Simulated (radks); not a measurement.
The numbers below are computed, except where a source is named.
Task: These are the eigenvalues of the occupied orbitals of an atom or ion with whole-number occupations (hartree). Level of theory: scalar-relativistic Kohn-Sham, LB94 model potential, spin-polarised, spherical densities, finite nucleus; Fermi nuclear charge, rms radius of each element as measured or else 0.836 A^(1/3) + 0.57 fm (a radial shooting solver on a logarithmic mesh with Libxc functionals).

orbital  eigenvalue
1s down   -984.0043
1s up     -983.9321
2s up     -214.4003
2s down   -213.9129
2p up     -202.4570
2p down   -201.9636

Which element is it, and in what charge state? The configuration may be excited. Open shells, if any, are filled with parallel spins first.

Result: Z = 46, palladium, charge +37: Pd37+ in [He] 2s2 2p5. The list shows which subshells hold electrons but not how many an open one holds; the 1s level, -984 hartree, gives Z - s = 44.4 by -(Z - s)^2/2, which with screening and relativity narrows Z to a few neighbours, and the depths of the outer levels then fix element, charge and occupations together.
